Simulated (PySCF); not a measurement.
iminoborane (BH2N), SMILES B=N.

Coordinates come from a PBE0-D3(BJ)/def2-TZVPD optimisation.

Vertical ionisation energy (IE) and electron affinity (EA) in eV. Rows of orbital energies are one-electron estimates. Where ΔSCF, EOM or ADC give a negative EA the extra electron is unbound and the value depends on the basis.

| level | IE | EA |
|---|---|---|
| −ε(HOMO), −ε(LUMO), r2SCAN/def2-TZVPD (PySCF) | 7.49 | -0.14 |
| −ε(HOMO), −ε(LUMO), PBE/def2-TZVPD (PySCF) | … | … |
| EOM-CCSD/aug-cc-pVDZ (PySCF) | 11.29 | -0.97 |
| ADC(2)/aug-cc-pVDZ (PySCF) | 10.56 | -0.99 |

### Question
What belongs in the gaps? (Estimate from the structure and the level; the computed values follow.)

### Answer

- −ε(HOMO), −ε(LUMO), PBE/def2-TZVPD (PySCF), IE: 7.27
- −ε(HOMO), −ε(LUMO), PBE/def2-TZVPD (PySCF), EA: 0.33

Computed lowest 1s main lines (those of the lightest heavy element) from CVS-ADC(2)-x/aug-cc-pVDZ (PySCF, non-relativistic), with pole strengths:
198.1 eV (1.53).

### Question
Beyond the first one, list the lowest photoelectron lines from PySCF with ADC(2)/aug-cc-pVDZ with their pole strengths (two spins summed). (An estimate is asked for; the answer gives what the named calculation found.)

### Answer
15.66 eV (1.82), 17.58 eV (1.72).
